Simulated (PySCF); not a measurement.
Excitations are Tamm–Dancoff values on a coarser integration grid. The basis has no diffuse functions, so Rydberg states are missing or too high.

Z-matrix (Å, degrees):
```
C
O 1 1.2152
C 1 1.4967 2 122.08
H 3 1.0904 1 111.01 2 0.05
H 3 1.0947 4 110.08 1 -121.43
H 3 1.0947 4 110.08 5 -117.15
Si 1 1.9326 2 114.62 3 -179.98
O 7 1.6362 1 103.50 2 0.00
H 8 0.9663 7 110.80 1 -0.02
H 7 1.4867 8 112.00 9 -118.82
H 7 1.4867 10 108.67 8 124.28
```
Charge 0, spin multiplicity 1.

### Question
What HOMO, HOMO–LUMO gap, dipole moment, S1 excitation (TDA), total energy, LUMO, T1 excitation (TDA) and S1–T1 gap (TDA) does PBE0-D4/def2-TZVP in PySCF give?

### Answer

```
Item                        Value
-------------------  ------------
HOMO                     -7.20 eV
HOMO–LUMO gap             5.84 eV
dipole moment              2.56 D
S1 excitation (TDA)       3.70 eV
total energy         -14137.04 eV
LUMO                     -1.36 eV
T1 excitation (TDA)       2.93 eV
S1–T1 gap (TDA)           0.77 eV
```
